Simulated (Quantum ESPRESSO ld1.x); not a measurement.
The run below uses ld1.x (Quantum ESPRESSO 7.5).

```
 &input
    atom='Sm',
    iswitch=1,
    rel=1,
    lsd=1,
    dft='SLA-VWN',
    config='[Xe] 4f6 6s1',
    verbosity='high',
    prefix='ld1',
    max_out_wfc=37,
    file_charge='ld1.rho',
 /
```

Command: `OMP_NUM_THREADS=1 ld1.x < ld1.in > ld1.out`

It prints:

```
     Program LD1 v.7.5 starts

     --------------------------- All-electron run ----------------------------

     scalar relativistic calculation

     atomic number is 62.00
     dft =SLA-VWN   lsd =1 sic =0 latt =0  beta=0.20 tr2=1.0E-14
     Exchange-correlation= SLA-VWN
                           (   1   2   0   0   0   0   0)
     mesh =2093 r(mesh) = 100.37023 a.u. xmin = -8.00 dx = 0.00800
     1 Ry =  13.60569312 eV, c = 137.03599908

     n l     nl                  e(Ry)          e(Ha)          e(eV)
     1 0     1S 1( 1.00)   -3427.990259909   -1713.995129954 -46640.1835049
     2 0     2S 1( 1.00)    -560.564116714    -280.282058357  -7626.8633478
     2 1     2P 1( 3.00)    -500.306366275    -250.153183138  -6807.0148870
     3 0     3S 1( 1.00)    -123.133743738     -61.566871869  -1675.3199304
     3 1     3P 1( 3.00)    -104.296263455     -52.148131727  -1419.0229544
     4 0     4S 1( 1.00)     -24.885984329     -12.442992165   -338.5910658
     4 1     4P 1( 3.00)     -18.693333443      -9.346666721   -254.3357583
     3 2     3D 1( 5.00)     -78.722325841     -39.361162920  -1071.0718073
     5 0     5S 1( 1.00)      -3.710985978      -1.855492989    -50.4905364
     5 1     5P 1( 3.00)      -2.220772385      -1.110386193    -30.2151476
     4 2     4D 1( 5.00)     -10.004305019      -5.002152510   -136.1155040
     4 3     4F 1( 6.00)      -0.736038916      -0.368019458    -10.0143196
     6 0     6S 1( 1.00)      -0.663211476      -0.331605738     -9.0234518
     1 0     1S 2( 1.00)   -3427.989499146   -1713.994749573 -46640.1731542
     2 0     2S 2( 1.00)    -560.558899611    -280.279449806  -7626.7923655
     2 1     2P 2( 3.00)    -500.302617608    -250.151308804  -6806.9638838
     3 0     3S 2( 1.00)    -122.992136403     -61.496068201  -1673.3932644
     3 1     3P 2( 3.00)    -104.155893895     -52.077946947  -1417.1131293
     4 0     4S 2( 1.00)     -24.549769045     -12.274884522   -334.0166239
     4 1     4P 2( 3.00)     -18.358198689      -9.179099344   -249.7760177
     3 2     3D 2( 5.00)     -78.612266578     -39.306133289  -1069.5743748
     5 0     5S 2( 1.00)      -3.516810988      -1.758405494    -47.8486511
     5 1     5P 2( 3.00)      -2.067969773      -1.033984887    -28.1361621
     4 2     4D 2( 5.00)      -9.672879839      -4.836439920   -131.6062347
     4 3     4F 2( 0.00)      -0.452141860      -0.226070930     -6.1517034
     6 0     6S 2( 0.00)      -0.588114292      -0.294057146     -8.0017026

     final scf error:  2.5E-15 reached in  28 iterations

     Etot =  -20840.042703 Ry,  -10420.021352 Ha, -283543.225689 eV
     Total magnetization:    7.00 Bohr mag.

     Ekin =   22272.839906 Ry,   11136.419953 Ha,  303037.424738 eV
     Encl =  -50724.504038 Ry,  -25362.252019 Ha, -690142.035752 eV
     Eh   =    8067.963784 Ry,    4033.981892 Ha,  109770.239368 eV
     Exc  =    -456.342355 Ry,    -228.171178 Ha,   -6208.854044 eV

     normalization and overlap integrals

     s(1S/1S) =  1.000000  <r> =   0.0228  <r2> =    0.0007  r(max) =   0.0145
     s(1S/2S) = -0.021317
     s(1S/3S) = -0.009197
     s(1S/4S) = -0.004417
     s(1S/5S) = -0.001813
     s(1S/6S) = -0.000615
     s(2S/2S) =  1.000000  <r> =   0.0971  <r2> =    0.0111  r(max) =   0.0825
     s(2S/3S) = -0.005758
     s(2S/4S) = -0.002648
     s(2S/5S) = -0.001078
     s(2S/6S) = -0.000365
     s(2P/2P) =  1.000000  <r> =   0.0855  <r2> =    0.0089  r(max) =   0.0665
     s(2P/3P) = -0.004652
     s(2P/4P) = -0.002021
     s(2P/5P) = -0.000732
     s(3S/3S) =  1.000000  <r> =   0.2553  <r2> =    0.0745  r(max) =   0.2334
     s(3S/4S) = -0.001854
     s(3S/5S) = -0.000732
     s(3S/6S) = -0.000247
     s(3P/3P) =  1.000000  <r> =   0.2536  <r2> =    0.0745  r(max) =   0.2297
     s(3P/4P) = -0.001582
     s(3P/5P) = -0.000556
     s(4S/4S) =  1.000000  <r> =   0.5797  <r2> =    0.3793  r(max) =   0.5406
     s(4S/5S) = -0.000494
     s(4S/6S) = -0.000164
     s(4P/4P) =  1.000000  <r> =   0.6138  <r2> =    0.4287  r(max) =   0.5626
     s(4P/5P) = -0.000378
     s(3D/3D) =  1.000000  <r> =   0.2312  <r2> =    0.0629  r(max) =   0.1880
     s(3D/4D) = -0.001132
     s(5S/5S) =  1.000000  <r> =   1.4022  <r2> =    2.2140  r(max) =   1.2522
     s(5S/6S) = -0.000087
     s(5P/5P) =  1.000000  <r> =   1.6487  <r2> =    3.0929  r(max) =   1.4231
     s(4D/4D) =  1.000000  <r> =   0.6713  <r2> =    0.5232  r(max) =   0.5856
     s(4F/4F) =  1.000000  <r> =   0.9870  <r2> =    1.3289  r(max) =   0.6144
     s(6S/6S) =  1.000000  <r> =   3.8143  <r2> =   16.3025  r(max) =   3.3766
     s(1S/1S) =  1.000000  <r> =   0.0228  <r2> =    0.0007  r(max) =   0.0145
     s(1S/2S) = -0.021318
     s(1S/3S) = -0.009205
     s(1S/4S) = -0.004416
     s(1S/5S) = -0.001777
     s(1S/6S) = -0.000595
     s(2S/2S) =  1.000000  <r> =   0.0971  <r2> =    0.0111  r(max) =   0.0825
     s(2S/3S) = -0.005763
     s(2S/4S) = -0.002647
     s(2S/5S) = -0.001056
     s(2S/6S) = -0.000353
     s(2P/2P) =  1.000000  <r> =   0.0855  <r2> =    0.0089  r(max) =   0.0665
     s(2P/3P) = -0.004656
     s(2P/4P) = -0.002020
     s(2P/5P) = -0.000711
     s(3S/3S) =  1.000000  <r> =   0.2552  <r2> =    0.0744  r(max) =   0.2334
     s(3S/4S) = -0.001856
     s(3S/5S) = -0.000718
     s(3S/6S) = -0.000239
     s(3P/3P) =  1.000000  <r> =   0.2534  <r2> =    0.0744  r(max) =   0.2297
     s(3P/4P) = -0.001583
     s(3P/5P) = -0.000542
     s(4S/4S) =  1.000000  <r> =   0.5796  <r2> =    0.3792  r(max) =   0.5406
     s(4S/5S) = -0.000484
     s(4S/6S) = -0.000159
     s(4P/4P) =  1.000000  <r> =   0.6138  <r2> =    0.4288  r(max) =   0.5626
     s(4P/5P) = -0.000368
     s(3D/3D) =  1.000000  <r> =   0.2309  <r2> =    0.0627  r(max) =   0.1880
     s(3D/4D) = -0.001131
     s(5S/5S) =  1.000000  <r> =   1.4207  <r2> =    2.2736  r(max) =   1.2622
     s(5S/6S) = -0.000082
     s(5P/5P) =  1.000000  <r> =   1.6778  <r2> =    3.2035  r(max) =   1.4461
     s(4D/4D) =  1.000000  <r> =   0.6720  <r2> =    0.5247  r(max) =   0.5856
     s(4F/4F) =  1.000000  <r> =   1.0731  <r2> =    1.6657  r(max) =   0.6144
     s(6S/6S) =  1.000000  <r> =   3.9482  <r2> =   17.5523  r(max) =   3.4586

     ------------------------ End of All-electron run ------------------------
```

Run on one thread of a shared host, so times are rough (Intel(R) Xeon(R) Processor @ 2.60GHz): 0.94 s of CPU time, 0.99 s wall, 28 iterations on 2093 mesh points.
